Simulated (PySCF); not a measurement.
CaO: energy against distance

Set-up: basis Ca aug-pcseg-1, O aug-pcseg-1; no relativity; PySCF 2.14. Energies in eV from Ca + O in their ground configurations at the same level. All curves are PBE0. state 1: ¹Σ⁺ (singlet), closed shell; state 2: ³Π (triplet), unpaired electrons σ ↑, π ↑, a second solution, started from another occupation; state 3: Ms = 0 determinant of mixed spin (⟨S²⟩ near 1.0), unpaired electrons σ ↓, π ↑, a second solution, started from another occupation.

| R (Å) | state 1 | state 2 | state 3 |
| --- | --- | --- | --- |
| 1.569 | -3.139 | 0.230 | 0.253 |
| 1.642 | -3.786 | -1.040 | -1.021 |
| 1.715 | -4.156 | -1.961 | -1.945 |
| 1.769 | -4.291 | -2.467 | -2.453 |
| 1.824 | -4.330 | -2.844 | -2.831 |
| 1.879 | -4.291 | -3.116 | -3.103 |
| 1.952 | -4.147 | -3.345 | -3.333 |
| 2.043 | -3.862 | -3.469 | -3.457 |
| 2.152 | -3.425 | -3.451 | -3.439 |
| 2.298 | -2.776 | -3.256 | -3.241 |

Question: Put a parabola through the three lowest points of the state 1 curve and estimate Re, k and ωe (reduced mass 11.42 u; 1 eV/Å² = 0.16022 mdyn/Å; ωe = 1302.8·√(k/μ) cm⁻¹).

Answer: Through R = 1.769, 1.824, 1.879 Å the second-order coefficient is 12.9 eV/Å², so Re ≈ 1.824 Å, k ≈ 4.13 mdyn/Å and ωe ≈ 784 cm⁻¹. A polynomial fit of higher order to the unrounded PBE0 energies gives Re = 1.822 Å, k = 4.15 mdyn/Å, ωe = 786 cm⁻¹; anharmonicity and rounding make the difference.

The higher-order fit for each curve: state 1: Re = 1.822 Å, ωe = 786 cm⁻¹, De = 4.33 eV; state 2: Re = 2.083 Å, ωe = 556 cm⁻¹, minimum 3.48 eV below the ground-state fragments; state 3: Re = 2.082 Å, ωe = 558 cm⁻¹, minimum 3.47 eV below the ground-state fragments.
